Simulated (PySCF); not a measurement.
C4H6BF, SMILES C#CB(F)CC.

Geometry optimised at PBE-D3(BJ)/def2-SVP. This is a generated structure with no PubChem entry under its InChIKey; it may be hypothetical. The values are those of a single conformer.

The numbers are results of PBE-D3(BJ)/def2-SVP run with PySCF 2.14.0, not measurements.

Frequencies are harmonic and unscaled.

Problem. Give all harmonic wavenumbers and intensities. (The exact figures need the calculation; the answer reports its results.)

Solution. 
| mode | ν (cm⁻¹) | IR (km/mol) | moving atoms (share of kinetic energy) |
|---|---|---|---|
| 1 | 25 | 1.2 | H 55 %, C 33 %, F 12 % |
| 2 | 116 | 0.7 | C 67 %, H 22 % |
| 3 | 189 | 0.1 | H 56 %, C 27 %, F 9 % |
| 4 | 226 | 2.6 | C 50 %, H 46 % |
| 5 | 241 | 1.6 | C 55 %, F 21 %, H 18 % |
| 6 | 393 | 7.9 | C 49 %, F 35 %, H 13 % |
| 7 | 449 | 1.3 | H 53 %, B 27 %, C 18 % |
| 8 | 519 | 4.7 | C 64 %, F 20 %, H 10 % |
| 9 | 629 | 0.6 | C 62 %, F 20 %, H 15 % |
| 10 | 661 | 36.4 | H 75 %, C 25 % |
| 11 | 727 | 31.6 | H 45 %, B 35 %, C 19 % |
| 12 | 739 | 26.4 | H 75 %, C 25 % |
| 13 | 935 | 23.8 | H 74 %, C 21 % |
| 14 | 949 | 3.7 | H 73 %, C 16 %, B 11 % |
| 15 | 1048 | 1.9 | C 66 %, H 29 % |
| 16 | 1114 | 163.9 | B 54 %, H 36 % |
| 17 | 1201 | 1.6 | H 79 %, C 20 % |
| 18 | 1232 | 168.5 | B 41 %, C 29 %, H 19 %, F 11 % |
| 19 | 1337 | 154.8 | B 41 %, H 32 %, C 16 %, F 10 % |
| 20 | 1344 | 7.2 | H 84 %, C 13 % |
| 21 | 1361 | 12.3 | H 72 %, C 23 % |
| 22 | 1425 | 17.5 | H 95 % |
| 23 | 1428 | 6.6 | H 97 % |
| 24 | 2110 | 90.2 | C 89 %, H 9 % |
| 25 | 2944 | 18.3 | H 94 % |
| 26 | 2974 | 24.2 | H 97 % |
| 27 | 2980 | 4.7 | H 91 %, C 9 % |
| 28 | 3060 | 21.9 | H 91 %, C 9 % |
| 29 | 3061 | 17.4 | H 91 %, C 9 % |
| 30 | 3392 | 40.9 | H 86 %, C 14 % |
